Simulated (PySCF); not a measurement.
A structure optimised at PBE-D3(BJ)/def2-SVP, used in a PySCF frequency run:

```
C
F 1 1.3388
Cl 1 1.7819 2 109.03
Cl 1 1.7819 2 109.03 3 120.74
Br 1 1.9714 2 108.10 3 -119.63
```

Write its SMILES, formula and point group.

FC(Cl)(Cl)Br, CBrCl₂F, Cs

What are its rotational constants (standard atomic weights)?

2.3604, 1.4462, 1.1502 GHz
